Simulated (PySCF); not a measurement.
Spin-rotation constants: `InChI=1S/C6H8O3/c7-6(8)5-3-1-2-4-9-5/h1,3,5H,2,4H2,(H,7,8)/t5-/m0/s1`

Cartesian coordinates in Å; atom numbers follow the order of the lines, from 1:
```xyz
17

O     1.4039   -1.8286   -0.8200
C     1.7449   -0.7416   -0.4462
O     2.9653   -0.4919    0.0437
C     0.8756    0.5181   -0.4101
C     0.3787    0.6540    1.0071
C    -0.9054    0.5464    1.3076
C    -1.9382    0.2928    0.2550
C    -1.2670   -0.2769   -0.9957
O    -0.1450    0.5016   -1.3730
H     3.5011   -1.3022    0.0512
H     1.5194    1.3689   -0.6625
H     1.1404    0.8315    1.7497
H    -1.2495    0.6621    2.3253
H    -2.6960   -0.4008    0.6223
H    -2.4350    1.2366    0.0107
H    -1.9381   -0.2438   -1.8557
H    -0.9620   -1.3143   -0.8193
```

Level of theory: GIAO KT3/pcSseg-1 magnetisability, rotational g tensor and spin-rotation constants, non-relativistic, gas phase in PySCF. Geometry: GFN2-xTB.

(1) Give the nuclear spin-rotation constants along the inertial axes (H = +C I·J) beside the isotropic shieldings.

Results:

(1) Rotational constants 3.1514, 1.3157, 1.1244 GHz. A star marks the isotopologue with that one atom substituted, in its own axes.
| atom | isotope | Caa (kHz) | Cbb (kHz) | Ccc (kHz) | mean (kHz) | σ (ppm) |
| --- | --- | --- | --- | --- | --- | --- |
| H10 | 1H | 0.030 | -0.147 | -0.075 | -0.064 | 26.1 |
| H11 | 1H | -0.272 | -0.125 | 0.053 | -0.115 | 26.9 |
| H12 | 1H | -0.169 | 0.072 | -0.131 | -0.076 | 25.9 |
| H13 | 1H | -0.202 | 0.032 | -0.076 | -0.082 | 25.5 |
| H14 | 1H | -0.213 | -0.138 | -0.016 | -0.122 | 30.0 |
| H15 | 1H | -0.092 | -0.141 | -0.039 | -0.090 | 29.2 |
| H16 | 1H | -0.199 | 0.018 | -0.107 | -0.096 | 27.9 |
| H17 | 1H | -0.153 | -0.095 | 0.001 | -0.082 | 26.6 |
| O1 | 17O* | -1.397 | -0.490 | -0.337 | -0.742 | -57.1 |
| C2 | 13C* | 1.552 | 0.407 | 0.330 | 0.763 | 21.1 |
| O3 | 17O* | -0.601 | -0.277 | -0.287 | -0.388 | 128.2 |
| C4 | 13C* | 0.737 | 0.288 | 0.265 | 0.430 | 111.1 |
| C5 | 13C* | 0.870 | 0.571 | 0.230 | 0.557 | 62.4 |
| C6 | 13C* | 0.941 | 0.571 | 0.218 | 0.577 | 58.9 |
| C7 | 13C* | 0.593 | 0.213 | 0.156 | 0.321 | 155.0 |
| C8 | 13C* | 0.663 | 0.314 | 0.216 | 0.398 | 121.2 |
| O9 | 17O* | -0.383 | -0.138 | -0.089 | -0.203 | 273.2 |

For the geometry as given, no vibrational averaging.
